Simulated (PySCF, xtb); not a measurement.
C3H9NSi2, SMILES CC1=NC[SiH2][SiH2]1. Other conformers were not sampled.

Harmonic wavenumbers (cm⁻¹) from GFN2-xTB in xtb at its own minimum, in rising order: 58, 128, 236, 271, 311, 322, 349, 446, 480, 514, 555, 556, 566, 599, 655, 720, 744, 784, 815, 948, 997, 1095, 1153, 1166, 1239, 1382, 1453, 1468, 1469, 1709, 2204, 2217, 2226, 2228, 2920, 2949, 3006, 3018, 3035.

Task: What does PBE0-D3(BJ)/def2-SVP (PySCF) give at its own minimum? (Estimate from the structure and the level; the computed values follow.)

Result: 16, 144, 242, 285, 328, 334, 368, 459, 506, 544, 596, 600, 643, 687, 689, 771, 812, 917, 926, 938, 1016, 1095, 1182, 1204, 1227, 1374, 1410, 1437, 1445, 1742, 2218, 2224, 2227, 2234, 3046, 3060, 3106, 3131, 3171. Paired by order, the mean absolute difference is 44 cm⁻¹ and the zero-point energies are 67.2 and 69.1 kcal/mol.
